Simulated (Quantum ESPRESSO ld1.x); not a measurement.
Results of a calculation; reference values are marked as such.
Task: The lead ion Pb26+, configuration [Kr] 4d10 4f10. Level of theory: Dirac Kohn-Sham, PBE, spin-unpolarised, spherical densities, point nucleus; open shells fill j = l - 1/2 first (ld1.x of Quantum ESPRESSO 7.5). Some entries of the table are withheld. Estimate them.

orbital  occ.  eigenvalue (eV)  <1/r> (bohr^-1)
1s1/2       2       -88767.982              (1)
2s1/2       2       -16501.558            25.08
2p1/2       2       -15876.869            25.02
2p3/2       4       -13685.889            19.97
3s1/2       2        -4542.549            9.210
3p1/2       2        -4261.584              (2)
3p3/2       4        -3771.003              (3)
3d3/2       4              (4)            7.695
3d5/2       6              (5)            7.402
4s1/2       2              (6)            3.997
4p1/2       2        -1463.939            3.896
4p3/2       4        -1336.656            3.451
4d3/2       4              (7)              (8)
4d5/2       6              (9)             (10)
4f5/2       6         -856.002            2.935
4f7/2       4         -849.774            2.899

Result: 
(1) 1s1/2 <1/r> (bohr^-1): 101.5
(2) 3p1/2 <1/r> (bohr^-1): 9.116
(3) 3p3/2 <1/r> (bohr^-1): 7.797
(4) 3d3/2 eigenvalue (eV): -3311.003
(5) 3d5/2 eigenvalue (eV): -3206.515
(6) 4s1/2 eigenvalue (eV): -1586.270
(7) 4d3/2 eigenvalue (eV): -1137.437
(8) 4d3/2 <1/r> (bohr^-1): 3.284
(9) 4d5/2 eigenvalue (eV): -1112.675
(10) 4d5/2 <1/r> (bohr^-1): 3.186
